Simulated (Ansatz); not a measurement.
Energy profile

The step: Si₂H₃OF₃ ([F][Si]([F])([F])[O][SiH3]) + HCl + HF → SiClF₃ ([F][Si]([F])([F])[Cl]) + SiH₄O ([OH][SiH3]) + HF (still joined by a long Si–O bond); bonds formed: Si1–Cl8, O2–H9, H7–F10; bonds broken: H7–Cl8, H9–F10; bonds weakened to dative contacts: Si1–O2 (atoms numbered as in the saddle structure below).

```json
{"atom": "Si1", "x (Å)": "-0.4165", "y (Å)": "0.3596", "z (Å)": "1.3220"}
{"atom": "O2", "x (Å)": "0.0706", "y (Å)": "-0.0646", "z (Å)": "-0.2541"}
{"atom": "Si3", "x (Å)": "-0.9293", "y (Å)": "0.1740", "z (Å)": "-1.6381"}
{"atom": "F4", "x (Å)": "-1.8364", "y (Å)": "0.9061", "z (Å)": "0.7786"}
{"atom": "F5", "x (Å)": "0.1256", "y (Å)": "1.7048", "z (Å)": "1.9290"}
{"atom": "F6", "x (Å)": "-0.9599", "y (Å)": "-0.7752", "z (Å)": "2.2652"}
{"atom": "H7", "x (Å)": "2.2452", "y (Å)": "-0.8833", "z (Å)": "0.6014"}
{"atom": "Cl8", "x (Å)": "1.8047", "y (Å)": "-0.5198", "z (Å)": "2.0284"}
{"atom": "H9", "x (Å)": "1.1170", "y (Å)": "-0.5382", "z (Å)": "-0.4819"}
{"atom": "F10", "x (Å)": "2.1801", "y (Å)": "-0.9961", "z (Å)": "-0.5379"}
{"atom": "H11", "x (Å)": "-1.1851", "y (Å)": "1.6151", "z (Å)": "-1.8044"}
{"atom": "H12", "x (Å)": "-0.0633", "y (Å)": "-0.3490", "z (Å)": "-2.7175"}
{"atom": "H13", "x (Å)": "-2.1527", "y (Å)": "-0.6335", "z (Å)": "-1.4908"}
```

Electronic energies by CCSD(T) at an estimated basis limit (MP2 extrapolated from triple and quadruple zeta, plus CCSD(T) − MP2 in triple zeta), on PBE0-D4/def2-TZVP structures; Si2H5ClOF4, singlet; no counterpoise correction. Program: Ansatz 0.2.0. Basis: def2-TZVPP and def2-QZVPP. Cores are frozen in the correlated methods. Extrapolation: Hartree–Fock as exp(−7.88 √X), correlation as X^−2.97.

Problem. Give the profile in kJ/mol, counted from the separated reactants. (To be estimated.)

Solution. The calculation gives:
```csv
point,kJ/mol
"separated: Si2H3OF3 (linked as [F][Si]([F])([F])[O][SiH3]; Si1, O2, Si3, F4, F5, F6, H11, H12, H13; singlet) + HCl (H7, Cl8; singlet) + HF (H9, F10; singlet)",0.0
start structure,-28.2
saddle,70.1
end structure,38.3
```

T1 diagnostic: at most 0.012.

For scale, one of the runs: CCSD(T)/def2-TZVPP, 351 basis functions, launched by `ansatz run in.yaml --threads 4 --pin off --events-out ev --progress --plain --max-ram 46080MiB --backend cuda --devices 0, --max-vram 37GiB`. Time: 18 s of wall clock on 4 CPU threads of an AMD EPYC 7R13 and a share of one NVIDIA H100; the host was shared. Peak host memory: 0.89 GiB.
